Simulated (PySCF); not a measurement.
Species: TMS, C₄H₁₂Si.
Z-matrix (Å and degrees, GFN2-xTB geometry), rows numbered from 1:
```
C 
Si  1  1.9091
C   2  1.9090  1  109.48
C   2  1.9092  1  109.61  3   120.03
C   2  1.9090  1  109.53  3  -119.99
H   1  1.0859  2  111.36  3   -60.01
H   1  1.0859  2  111.41  3   179.92
H   1  1.0859  2  111.34  3    59.91
H   3  1.0859  2  111.36  1  -179.63
H   3  1.0859  2  111.40  1    60.35
H   3  1.0858  2  111.36  1   -59.65
H   4  1.0858  2  111.41  1   -59.95
H   4  1.0859  2  111.42  1    60.09
H   4  1.0860  2  111.34  1  -179.88
H   5  1.0859  2  111.43  1   -60.12
H   5  1.0858  2  111.39  1    59.92
H   5  1.0859  2  111.35  1   179.91
```

All values: PBE0/pcSseg-1 (PySCF, non-relativistic), on one gas-phase GFN2-xTB geometry that isn't relaxed in the solvent. The solvent is an IEF-PCM continuum (van der Waals radii × 1.2). Specific hydrogen bonds and non-electrostatic terms are outside this model.

Gas phase at PBE0/pcSseg-1: HOMO -8.36 eV, LUMO 1.16 eV, dipole 0.00 D.

Question: What does the continuum do to the energy, the frontier levels and the dipole at PBE0/pcSseg-1 in cyclohexane, benzene, chloroform, tetrahydrofuran, dichloromethane, acetone, methanol, acetonitrile, dimethylsulfoxide and water?

Answer: 
```
          solvent      ε  E(solvent) − E(gas) (kcal/mol)  polarisation term (kcal/mol)  distortion of the solute (kcal/mol)  HOMO (eV)  LUMO (eV)  dipole (D)
      cyclohexane  2.017                           -0.41                         -0.41                                 0.00      -8.30       1.23        0.00
          benzene  2.271                           -0.47                         -0.47                                 0.00      -8.29       1.24        0.00
       chloroform  4.711                           -0.75                         -0.77                                 0.02      -8.27       1.27        0.01
  tetrahydrofuran  7.426                           -0.87                         -0.89                                 0.02      -8.26       1.28        0.01
  dichloromethane   8.93                           -0.90                         -0.93                                 0.03      -8.26       1.29        0.01
          acetone  20.49                           -1.01                         -1.04                                 0.03      -8.26       1.29        0.01
         methanol  32.61                           -1.04                         -1.08                                 0.04      -8.26       1.30        0.01
     acetonitrile  35.69                           -1.05                         -1.08                                 0.03      -8.26       1.30        0.01
dimethylsulfoxide  46.83                           -1.06                         -1.09                                 0.03      -8.25       1.30        0.01
            water  78.36                           -1.07                         -1.11                                 0.04      -8.25       1.30        0.01
```

The polarisation term is half the interaction of the solute with the surface charges that it induces; the rest is the cost of distorting the solute's density. The sum is the electrostatic part of solvation alone. From cyclohexane to water the lowering changes by a factor 2.62, Onsager's factor (ε − 1)/(2ε + 1) by 2.43 and ε itself by 38.9. Charge and dipole vanish, so a point-dipole model would give no lowering at all.

Cost: about 12 s of CPU time on one thread; the machine was shared, so the figure is rough. This is the whole shielding run at PBE0/pcSseg-1 in water, SCF included.
